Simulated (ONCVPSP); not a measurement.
**Cs ONCV: all-electron and pseudo phase curves**

| Item | Value |
| --- | --- |
| Element | caesium (Cs) |
| Generator | ONCVPSP 4.0.1 |
| Type | optimised norm-conserving Vanderbilt (ONCV) |
| Functional | LDA (Perdew-Wang 92) |
| Relativity | scalar-relativistic |
| Frozen core | [Kr] 4d10 |
| Valence charge | 9 |
| Reference configuration | 5s2 5p6 (charge +1) |
| Partial waves | 5s: rc 1.85 bohr, ncon 4, nbas 8, qcut 3.4 1/bohr, 2 projectors, debl 3.2 Ha; 5p: rc 3.25 bohr, ncon 4, nbas 7, qcut 3.7 1/bohr, 2 projectors, debl 3.7 Ha; d scattering state at 0.32 Ha: rc 3.25 bohr, ncon 4, nbas 8, qcut 2.8 1/bohr, 2 projectors, debl 2 Ha |
| Local potential | polynomial inside 1.35 bohr (lpopt 1, dvloc0 0 Ha) |
| Core correction | Teter function fitted to the true core (icmod 2), fcfact 0.2 |

In the d channel the program set the typed energies aside and used 0.050, 2.050 Ha.

The phase is arctan(r·R′/R) of the radial function R(r), unwrapped; energies in Ha, scanned from -3 to 5 Ha. A pole is an energy at which the radial function vanishes at the test radius. The pseudo phase is shifted by a multiple of π to meet the all-electron one at the reference energy, and phase errors are pseudo minus all-electron; the curves can meet again beyond the range given. Levels narrower than the energy grid can be missing from the lists of poles. Where the grid stepped over a known ghost or core level, its pole and its step of π were put in at the level’s energy.

```tsv
channel	radius (bohr)	reference energy (Ha)	poles, all-electron	poles, pseudo	unbroken range about the reference energy with phases within 0.05 rad	phase error 1 Ha above the reference energy (rad)
s	1.88	-1.18	0.44	0.44	below 3.5	-0.001
p	3.30	-0.69	-0.57, 1.66	-0.57, 1.60, 4.06	below 0.0	-0.175
d	3.30	0.05	-2.92, 0.28, 2.60	0.28, 2.60	-2.9 to 3.7	+0.013
```

Note: no bound ghost flagged; GHOST(+) flagged for s at 57.8 eV, p at 110.8 eV.

Phases in the s channel:

| E (Ha) | all-electron | pseudo |
| --- | --- | --- |
| -2.98 | 1.034 | 1.032 |
| -2.54 | 0.818 | 0.815 |
| -2.10 | 0.312 | 0.308 |
| -1.66 | -0.562 | -0.564 |
| -1.22 | -1.097 | -1.097 |
| -0.78 | -1.327 | -1.327 |
| -0.34 | -1.448 | -1.448 |
| 0.10 | -1.525 | -1.526 |
| 0.54 | -1.583 | -1.583 |
| 0.98 | -1.632 | -1.633 |
| 1.42 | -1.680 | -1.681 |
| 1.86 | -1.733 | -1.734 |
| 2.30 | -1.800 | -1.799 |
| 2.74 | -1.899 | -1.893 |
| 3.18 | -2.073 | -2.054 |
| 3.62 | -2.463 | -2.398 |
| 4.06 | -3.319 | -3.170 |
| 4.50 | -4.011 | -3.921 |
| 4.94 | -4.295 | -4.248 |
